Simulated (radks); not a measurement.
Values are calculated unless marked as measured or tabulated.
Task: These are the eigenvalues of the occupied orbitals of an atom or ion with whole-number occupations (eV). Level of theory: Dirac Kohn-Sham, LDA (Slater exchange, Perdew-Wang correlation), spin-unpolarised, spherical densities, finite nucleus; Fermi nuclear charge, rms radius of each element as measured or else 0.836 A^(1/3) + 0.57 fm (a radial shooting solver on a logarithmic mesh with Libxc functionals).

orbital  eigenvalue
1s1/2     -9742.660
2s1/2     -1882.724
2p1/2     -1769.307
2p3/2     -1747.205

Which element is it, and in what charge state? The configuration may be excited. Open shells, if any, are shared by 2j + 1.

Result: Z = 29, copper, charge +20: Cu20+ in [He] 2s2 2p5. The list shows which subshells hold electrons but not how many an open one holds; the 1s level, -358.04 hartree, gives Z - s = 26.8 by -(Z - s)^2/2, which with screening and relativity narrows Z to a few neighbours, and the depths of the outer levels then fix element, charge and occupations together.
